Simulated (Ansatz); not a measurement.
`FC(F)(F)c1cnc(-c2cnc(-c3cnc(-c4cnc(C(F)(F)F)s4)s3)s2)s1`, relaxed as a singlet with RKS r2SCAN-D4/def2-SVP in Ansatz, starting from the GFN2-xTB geometry. Force threshold 0.03 eV/Å.

Single mean-field runs in def2-SVP are fitted with def2-universal-jkfit.

Start:

Cartesian coordinates in Å:
```
F -5.766 -2.782 5.836
C -4.880 -3.649 5.318
F -4.254 -4.223 6.354
F -5.605 -4.614 4.726
C -3.913 -3.003 4.392
C -2.552 -2.954 4.523
N -1.912 -2.305 3.544
C -2.719 -1.840 2.644
C -2.310 -1.112 1.494
C -3.090 -0.575 0.488
N -2.432 0.064 -0.477
C -1.144 0.062 -0.282
C -0.224 0.682 -1.171
C -0.536 1.357 -2.339
N 0.496 1.859 -3.011
C 1.634 1.612 -2.432
C 2.891 2.038 -2.948
C 3.108 2.755 -4.110
N 4.387 3.034 -4.375
C 5.180 2.568 -3.471
C 6.664 2.724 -3.505
F 7.078 3.411 -4.566
F 7.128 3.362 -2.416
F 7.293 1.536 -3.535
S 4.403 1.714 -2.168
S 1.491 0.696 -0.937
S -0.640 -0.774 1.180
S -4.420 -2.188 2.956
H -1.991 -3.386 5.332
H -4.163 -0.641 0.441
H -1.536 1.489 -2.708
H 2.333 3.083 -4.777
```

Problem. Estimate the energy that the relaxation releases and the steps that it takes.

Solution. 15.5 kJ/mol, in 5 steps; 27 s on 2 threads of AMD EPYC 7R13 on a shared host and a share (18 GiB) of an NVIDIA H100 80GB HBM3. No frequencies were taken in this run, so the end may be a saddle point.

Problem. Does the start keep its bonding and symmetry?

Solution. By distances, no bond broke or formed. The bond that changes most is C18–N19, from 1.34 to 1.36 Å (atoms count from 1). Point group Cs at the start, Cs at the end, both within 0.05 Å.

Problem. Predict the relaxed structure.

Solution. 
```xyz
32

F    -5.764   -2.798    5.872
C    -4.884   -3.679    5.367
F    -4.229   -4.242    6.392
F    -5.602   -4.638    4.758
C    -3.919   -3.028    4.433
C    -2.548   -2.969    4.546
N    -1.902   -2.310    3.551
C    -2.747   -1.851    2.656
C    -2.364   -1.110    1.484
C    -3.143   -0.569    0.467
N    -2.483    0.080   -0.513
C    -1.181    0.070   -0.296
C    -0.239    0.694   -1.189
C    -0.544    1.373   -2.366
N     0.502    1.881   -3.048
C     1.644    1.622   -2.446
C     2.922    2.049   -2.961
C     3.140    2.770   -4.130
N     4.436    3.057   -4.409
C     5.227    2.583   -3.491
C     6.727    2.728   -3.505
F     7.131    3.417   -4.565
F     7.155    3.357   -2.396
F     7.323    1.523   -3.524
S     4.442    1.731   -2.185
S     1.480    0.711   -0.951
S    -0.691   -0.767    1.166
S    -4.436   -2.214    2.999
H    -1.987   -3.413    5.371
H    -4.234   -0.647    0.430
H    -1.568    1.497   -2.726
H     2.334    3.090   -4.792
```
Bond lengths: 9 × C–C 1.38 to 1.51 Å; 8 × C–S 1.73 to 1.76 Å; 8 × C–N 1.30 to 1.36 Å; 6 × C–F 1.33 to 1.34 Å; 4 × C–H 1.09 Å.
